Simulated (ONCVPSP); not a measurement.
**fluorine, ONCV: configuration errors across variants**

fluorine, optimised norm-conserving Vanderbilt (ONCV), made with ONCVPSP 4.0.1 (PBE, scalar-relativistic). Core [He], reference 2s2 2p5. Waves: 2s: rc 0.75 bohr, ncon 4, nbas 9, qcut 11.3 1/bohr, 2 projectors, debl 1.8 Ha; 2p: rc 0.85 bohr, ncon 4, nbas 7, qcut 9.7 1/bohr, 2 projectors, debl 2.2 Ha. Local part: polynomial inside 0.50 bohr (lpopt 4, dvloc0 3 Ha). Core correction: Teter function, fcfact 5.75, rcfact 1.75.

All-electron excitation energies from the reference (eV): (1) 2s2 2p4 19.390; (2) 2s2 2p3 57.774; (3) 2s2 2p2 118.412; (4) 2s1 2p5 38.492.

Errors AE − PS in meV (a dash: test not solved or not reliable):

```csv
change,(1),(2),(3),(4),bound ghosts,GHOST(+) flags above zero
base,+2.3,+29,+126,+2.4,none,none
p: debl 1.15,+2.3,+29,+127,+2.2,none,none
p: debl 2.85,+2.3,+29,+126,+2.4,none,none
p: debl 4.1,+2.3,+29,+126,+2.4,none,none
```

Question: Give the same row for: p: debl 0.7.

Answer: +2.3, +29, +128, +2.0; bound ghosts: none; GHOST(+) flags above zero: p.
